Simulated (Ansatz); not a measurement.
Species: SiNH$_{3}$, charge 0, singlet. A triplet may lie lower; no result for it is given here. SiNH3 (SMILES N[SiH]).
B3LYP-D3(BJ)/def2-TZVP minimum from Ansatz (a quantum-chemistry and plane-wave program):
```
N
H 1 1.0091
H 1 1.0092 2 111.87
Si 1 1.7136 2 126.37 3 -180.00
H 4 1.5298 1 94.28 2 0.00
```
Charge 0, spin multiplicity 1.

Hartree-Fock and CCSD(T) correlation energies in hartree (Ansatz). Open shells are spin-unrestricted; no spin-orbit coupling. Correlated methods leave the cores frozen. No relativity. The restricted determinant of H3NSi (N[SiH], singlet) is unstable towards broken spin symmetry in at least one set run.

| basis | X | E(HF) | E(corr, CCSD(T)) |
|---|---|---|---|
| cc-pV(T+d)Z | 3 | -345.14887 | -0.36399 |
| cc-pV(Q+d)Z | 4 | -345.15638 | -0.38397 |
| cc-pV(5+d)Z | 5 | -345.15812 | withheld |

Q: Fit E(corr) = E∞ + A/X³ to X = 3 and 4, predict X = 5, and compare with the run.

A: A = (-0.36399 - (-0.38397))/(1/27 - 1/64) = 0.9331; E∞ = -0.38397 - A/64 = -0.39855; at X = 5, E∞ + A/125 = -0.39109. The run gave -0.39057, 0.52 mEh above the prediction. The same form on X = 4 and 5 gives E∞ = -0.39749, 1.06 mEh above the first estimate.
